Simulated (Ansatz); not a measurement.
```yaml
crystal:
  periodic: [false, false, false]
  atoms:
    - {symbol: Ga, position_ang: [0.567963, 1.407979, 0.157047]}
    - {symbol: Ga, position_ang: [0.525591, -1.420318, -0.183682]}
    - {symbol: As, position_ang: [2.425948, -0.028808, -0.060122]}
    - {symbol: As, position_ang: [-1.759669, 1.062610, -0.463911]}
    - {symbol: As, position_ang: [-1.759832, -1.021464, 0.550667]}
basis:
  gaussian: {orbitals: ANO-RCC-VTZP, fitting: {mean_field: cc-pVTZ-jkfit}}
magnetization: {spin_polarized: true, initial_magnetization: 1}
hamiltonian: {xc: {name: B2PLYP}}
scf: {omitted_lower_state_checks: [starts]}
```

```sh
$ ansatz run in.yaml --threads 4 --pin off --events-out ev --progress --plain --max-ram 4787MiB
```

Shortened log:

```
Functional definition: B2PLYP
1035 factors; integrals over basis functions are off by at most 4.5e-1 eV
mean field evaluation 1: about -290286.0674 eV, gradient 1.8e1 eV
mean field evaluation 2: about -290286.0644 eV, gradient 1.8e1 eV
mean field evaluation 4: about -290287.7769 eV, gradient 3.2e0 eV
mean field evaluation 8: about -290287.8575 eV, gradient 2.5e-1 eV
mean field evaluation 16: about -290287.8628 eV, gradient 5.1e-3 eV
mean field evaluation 32: about -290287.8931 eV, gradient 2.0e-6 eV
mean field -290287.89306882 eV, -10667.8833060781 hartree, gradient 2.0e-6 eV, S^2 1.016130; 0 other end points of the search recorded, 0 dependent functions left out
45 core orbitals not correlated: weight in the atoms' cores, before any rotation towards them, 1.000 or more for the frozen orbitals, at most 0.000 for the correlated occupied ones
reference -290287.89322471 eV, -10667.8833118071 hartree; 36, 35 occupied and 134, 135 virtual orbitals, 1035 factors
second order -50.46095178 eV of doubles, -0.00000000 eV of singles
Total energy: -290301.51768169 eV, -10668.3840013661 hartree
Relativity: scalar
Checks for a lower state left out: starts
```

Hardware: 4 threads of Arm Neoverse V2 on a shared host. Wall time 53 s, peak host memory 1.4 GiB.

DK, ANO-RCC and x2c sets are all-electron and run with scalar relativity unless a key says otherwise. Correlated methods freeze 45 core orbitals; core or outer-core shells of Ga, As are correlated, in sets that lack core-valence functions. The charge 0 doublet is spin-contaminated (final ⟨S²⟩ up to 1.02, 0.75 for a pure state).
